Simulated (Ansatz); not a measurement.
C₂H₈GeO (`CO[CH2][GeH3]`), relaxed with RKS PBE0-D4/def2-TZVP in the Gaussian-basis code of Ansatz from a PBE-D4/def2-SVP geometry. The force threshold is 0.005 eV/Å; the program also tests the step.

Charge 0, multiplicity 1.

Start:

```xyz
12

C    -1.821    0.906    0.269
O    -0.671    0.169    0.613
C     0.226    0.016   -0.464
Ge    1.784   -1.023    0.182
H    -2.404    0.415   -0.550
H    -1.570    1.942   -0.068
H    -2.463    0.973    1.169
H     0.577    1.003   -0.860
H    -0.245   -0.522   -1.327
H     2.792   -1.199   -0.987
H     1.322   -2.416    0.678
H     2.473   -0.264    1.345
```

Question: By how much does the energy fall, and how many steps does the optimiser take? (Estimate.)

Answer: Computed: 3.89 kJ/mol, in 5 steps.

Question: Which bonds change most? (Estimate.)

Answer: Computed: C3–H8 from 1.120 to 1.101 Å; C3–H9 from 1.120 to 1.101 Å; C1–H6 from 1.118 to 1.099 Å; C1–H5 from 1.118 to 1.099 Å.

Question: Give the relaxed structure. (An estimate is asked.)

Answer: Ansatz gave: 
```xyz
12

C    -1.814    0.903    0.258
O    -0.673    0.173    0.619
C     0.224    0.018   -0.450
Ge    1.774   -1.016    0.180
H    -2.371    0.404   -0.548
H    -1.551    1.915   -0.079
H    -2.452    0.976    1.139
H     0.564    0.994   -0.828
H    -0.249   -0.509   -1.293
H     2.760   -1.187   -0.990
H     1.319   -2.400    0.667
H     2.471   -0.269    1.327
```
